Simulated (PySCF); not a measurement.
²⁹Si chemical shifts

Method: structure optimised with GFN2-xTB, NMR shieldings at PBE0/pcSseg-1/GIAO, in PySCF 2.14 (no solvent, fast rotation and ring inversion assumed for equivalent nuclei, non-relativistic Hamiltonian, one conformer).

Shieldings were converted by a linear fit to measured shifts: ²⁹Si: δ = 279.94 − 0.822σ (rms 8.9 ppm, 72 shifts, 25.8 ppm with the 6 outliers that the fit left out vs TMS, solution or neat liquid). Occasional misses reach two or three times the rms, and more in compound classes unlike the fitted ones.

Give the ²⁹Si shifts of `CNC(C)(C)[SiH2]C`, `COC[SiH2]C1=CC[SiH2][C@@H]1F`, `C[SiH2][Si@@H](N)C#N`, `C[SiH2]N[SiH2]C#N`, `CCO[C@@H](F)[Si@@H]1CC=C[SiH2]1`, `C#C[C@@H](F)C[C@H]([SiH3])CO[SiH3]`, `C[SiH2]C(=O)[C@@H]1CC[SiH2][C@H]1F`.

## Answers


```csv
compound,environment,δ (ppm)
CNC(C)(C)[SiH2]C,"silicon bonded to 2 C, 2 H",-30.2
[CH3:1][O:2][CH2:3][SiH2:4][C:5]1=[CH:6][CH2:7][SiH2:8][C@@H:9]1[F:10],"Si8: silicon bonded to 2 C, 2 H, in a 5-membered ring",-35.2
[CH3:1][O:2][CH2:3][SiH2:4][C:5]1=[CH:6][CH2:7][SiH2:8][C@@H:9]1[F:10],"Si4: silicon bonded to 2 C, 2 H",-50.8
[CH3:1][SiH2:2][Si@@H:3]([NH2:4])[C:5]#[N:6],"Si3: silicon bonded to C, N, Si, H",-50.0
[CH3:1][SiH2:2][Si@@H:3]([NH2:4])[C:5]#[N:6],"Si2: silicon bonded to C, Si, 2 H",-73.7
[CH3:1][SiH2:2][NH:3][SiH2:4][C:5]#[N:6],"Si2: silicon bonded to C, N, 2 H",-33.2
[CH3:1][SiH2:2][NH:3][SiH2:4][C:5]#[N:6],"Si4: silicon bonded to C, N, 2 H",-58.7
[CH3:1][CH2:2][O:3][C@@H:4]([F:5])[Si@@H:6]1[CH2:7][CH:8]=[CH:9][SiH2:10]1,"Si6: silicon bonded to 2 C, Si, H, in a 5-membered ring",-36.7
[CH3:1][CH2:2][O:3][C@@H:4]([F:5])[Si@@H:6]1[CH2:7][CH:8]=[CH:9][SiH2:10]1,"Si10: silicon bonded to C, Si, 2 H, in a 5-membered ring",-69.8
[CH:1]#[C:2][C@@H:3]([F:4])[CH2:5][C@H:6]([SiH3:7])[CH2:8][O:9][SiH3:10],"Si10: silicon bonded to O, 3 H",-36.3
[CH:1]#[C:2][C@@H:3]([F:4])[CH2:5][C@H:6]([SiH3:7])[CH2:8][O:9][SiH3:10],"Si7: silicon bonded to C, 3 H",-65.4
[CH3:1][SiH2:2][C:3](=[O:4])[C@@H:5]1[CH2:6][CH2:7][SiH2:8][C@H:9]1[F:10],"Si8: silicon bonded to 2 C, 2 H, in a 5-membered ring",-29.3
[CH3:1][SiH2:2][C:3](=[O:4])[C@@H:5]1[CH2:6][CH2:7][SiH2:8][C@H:9]1[F:10],"Si2: silicon bonded to 2 C, 2 H",-59.1
```
